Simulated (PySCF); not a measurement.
## Relaxation of quartet ReH4

All numbers come from PySCF, UPBE0, basis Re def2-TZVP with ECP60, H def2-TZVP (scalar-relativistic core potentials, no spin–orbit coupling, density fitting). A (50,194) grid was used.

A start displaced from a saddle point along its imaginary mode, of D2 symmetry, held to at least that symmetry:

```xyz
5
charge 0 multiplicity 4, angstrom
Re    0.0000    0.0000    0.0000
H     1.6866    0.5322   -0.1200
H     0.5322    1.6866    0.1200
H    -1.6866   -0.5322   -0.1200
H    -0.5322   -1.6866    0.1200
```

Optimiser trace:
```
step  E − E(last) (kJ/mol)  largest gradient (Eh/bohr)
   0                163.56                     0.01095
   1                116.49                     0.01639
   2                 55.62                     0.02028
   3                 11.11                     0.01092
   4                  2.77                     0.00252
   5                  1.50                     0.00159
   6                  0.13                     0.00102
   7                  0.01                     0.00025
   8                  0.00                     0.00006
```

It ends at D2d with Re–H 1.683 Å (×4); H–Re–H 72.3° (×2), H–Re–H 130.7° (×4). A frequency run shows a minimum. Other isomers or separated fragments may lie lower.

With open d or f shells other occupations or spin states may lie lower. At this level a doublet minimum of D2d symmetry lies 8 kJ/mol below this structure. No spin–orbit coupling is included, which matters more the heavier the element.

The relaxation took about 29 core-seconds on a shared host.
